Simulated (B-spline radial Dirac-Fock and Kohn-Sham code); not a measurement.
# Characteristic X-ray lines: Yb¹⁶⁺

System: ytterbium as Yb¹⁶⁺ in the configuration 1s2 2s2 2p6 3s2 3p6 3d10 4s2 4p6 4d10 4f8.

Model: relaxed Dirac-Fock hole states (ΔSCF) with Breit and QED corrections and a finite nucleus. Program: a radial B-spline solver. A line energy is the difference of two single-hole energies; the list is a selection of electric-dipole transitions between resolved j subshells. Correlation energy is missing from these numbers.

| line | energy (eV) | wavelength (Å) |
| --- | --- | --- |
| K-N3 | 61000.7 | 0.20325 |
| K-N2 | 60947.7 | 0.20343 |
| K-M3 | 59375.2 | 0.20881 |
| K-M2 | 59152.2 | 0.20960 |
| K-L3 | 52386.3 | 0.23667 |
| K-L2 | 51351.2 | 0.24144 |
| L1-N3 | 10165.5 | 1.2197 |
| L1-N2 | 10112.5 | 1.2261 |
| L2-N4 | 9804.4 | 1.2646 |
| L2-N1 | 9503.5 | 1.3046 |
| L3-N5 | 8779.2 | 1.4122 |
| L3-N4 | 8769.3 | 1.4138 |

Values without a named source are computed, but for edge energies of neutral atoms, which are taken from tables.
